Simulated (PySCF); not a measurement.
# Spin–orbit doublets of 2p levels

Species: BEt2(SiH3), C4H13BSi.
Cartesian coordinates in Å at the PBE0-D3(BJ)/def2-SVP level; atoms count from 1:
```
atom  x, y, z in Å
B1    -0.109   -0.132   -0.007
C2     1.458   -0.098   -0.126
C3     2.022   -0.419    1.270
H4     1.822    0.895   -0.445
H5     1.843   -0.842   -0.843
H6     3.122   -0.382    1.273
H7     1.669    0.297    2.029
H8     1.726   -1.426    1.608
C9    -0.928    1.202    0.130
C10   -1.257    1.642   -1.309
H11   -0.331    1.991    0.621
H12   -1.868    1.090    0.693
H13   -1.822    2.587   -1.316
H14   -0.345    1.800   -1.907
H15   -1.870    0.892   -1.834
Si16  -1.092   -1.914    0.025
H17   -0.370   -3.025   -0.678
H18   -2.472   -1.825   -0.555
H19   -1.260   -2.340    1.457
```

Method used: delta-SCF UKS SCAN, pcX-2 on the ionised atom, pcseg-1 elsewhere, spin-free X2C in PySCF. These are vertical core ionisation energies against the vacuum level, from separate self-consistent calculations with and without the core hole. Spin–orbit and ligand-field terms were added within each 2p shell after the spin-free SCF. The splitting includes the ligand field, and 2p3/2 is the mean of two sublevels.

Q: Give the 2p3/2 and 2p1/2 binding energies and the splitting.

A: 
```tsv
atom	environment	2p3/2 (eV)	2p1/2 (eV)	splitting (eV)	mean of the shell (eV)
Si16	silicon bonded to B and 3 H	105.99	106.61	0.62	106.20
```

Q: What are the 1s binding energies of the same atoms?

A: Si16 1845.69 eV.

Q: Which Kα1 and Kα2 emission energies and wavelengths follow?

A: The photon carries the difference of the 1s-hole and 2p-hole states, both at the ground state's geometry; λ = 12398.42 eV Å/E.

```csv
atom,Kα1 (eV),Kα2 (eV),λ(Kα1) (Å),λ(Kα2) (Å)
Si16,1739.70,1739.08,7.1268,7.1293
```

Q: And the 1s levels of the other atoms?

A: B1 (boron bonded to 2 C and Si) 195.25 eV; C2/C9 (carbon bonded to B, C and 2 H) 289.96 eV; C3/C10 (carbon bonded to C and 3 H) 290.70 eV.

One atom of each set of topologically equivalent atoms was ionised and stands for the set; in this conformer not all members are related by symmetry, and their own values weren't computed. Isolated species at its PBE0-D3(BJ)/def2-SVP geometry (one conformer only).
